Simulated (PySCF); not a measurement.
# Relaxation of sextet HCoN

These are results of UPBE0/[Co def2-TZVP, N def2-TZVP, H def2-TZVP], no relativity, density fitting, PySCF, not measurements. A (50,194) grid was used.

A hand-made bent start, of Cs symmetry, held to at least that symmetry:

```xyz
3
charge 0 multiplicity 6, angstrom
Co    0.2369    0.0000   -0.1882
N    -1.0983    0.0000    0.7467
H     1.4083    0.0000    0.6320
```

Optimiser trace:
```json
{"step": "0", "E − E(last) (kJ/mol)": "95.05", "largest gradient (Eh/bohr)": "0.08368"}
{"step": "1", "E − E(last) (kJ/mol)": "37.99", "largest gradient (Eh/bohr)": "0.04240"}
{"step": "2", "E − E(last) (kJ/mol)": "8.81", "largest gradient (Eh/bohr)": "0.00755"}
{"step": "3", "E − E(last) (kJ/mol)": "4.55", "largest gradient (Eh/bohr)": "0.01055"}
{"step": "4", "E − E(last) (kJ/mol)": "3.25", "largest gradient (Eh/bohr)": "0.01010"}
{"step": "5", "E − E(last) (kJ/mol)": "1.59", "largest gradient (Eh/bohr)": "0.00716"}
{"step": "6", "E − E(last) (kJ/mol)": "0.38", "largest gradient (Eh/bohr)": "0.00378"}
{"step": "7", "E − E(last) (kJ/mol)": "0.02", "largest gradient (Eh/bohr)": "0.00118"}
{"step": "8", "E − E(last) (kJ/mol)": "0.00", "largest gradient (Eh/bohr)": "0.00079"}
{"step": "9", "E − E(last) (kJ/mol)": "0.00", "largest gradient (Eh/bohr)": "0.00034"}
{"step": "10", "E − E(last) (kJ/mol)": "0.00", "largest gradient (Eh/bohr)": "0.00004"}
```

It ends at Cs with Co–H 1.566 Å, Co–N 1.866 Å; H–Co–N 144.5° (after a last refinement on a finer grid). A frequency run shows a minimum. Other isomers or separated fragments may lie lower.

Final geometry:
Z-matrix (Å, degrees; charge 0 multiplicity 6):
```
Co
N  1 1.8663
H  1 1.5655 2 144.49
```

Other spin states or occupations of the open shell can lie lower. At this level a quartet minimum of Cs symmetry lies 52 kJ/mol below this structure.

The relaxation took 17 s on 2 threads of a shared Arm Neoverse V2 host, with 82 basis functions and 11 gradients; the process peaked at 0.48 GiB. Launch command: `OMP_NUM_THREADS=2 python axn.py task.json out`.
